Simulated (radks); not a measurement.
Values are calculated unless marked as measured or tabulated.
Q: The mean radii <r> (bohr) of the occupied orbitals of an atom or ion are listed with their occupations. Code: a radial shooting solver on a logarithmic mesh with Libxc functionals. Model: scalar-relativistic Kohn-Sham, LB94 model potential, spin-polarised, spherical densities, finite nucleus; Fermi nuclear charge, rms radius of each element as measured or else 0.836 A^(1/3) + 0.57 fm.

| orbital | occ. | <r> |
|---|---|---|
| 1s up | 1 | 0.04372 |
| 1s down | 1 | 0.04379 |
| 2s up | 1 | 0.1795 |

Name the element and its charge. Open shells, if any, are filled with parallel spins first.

A: Z = 34, selenium, charge +31: Se31+ in [He] 2s1. The 1s radius gives Z: for a bare nucleus <r> = (2 gamma + 1)/(2Z) with gamma = sqrt(1 - (Z/c)^2), 0.0432 bohr for Z = 34, and screening makes it slightly larger (0.04372 here). The occupations add up to 3, and the charge is Z minus that.
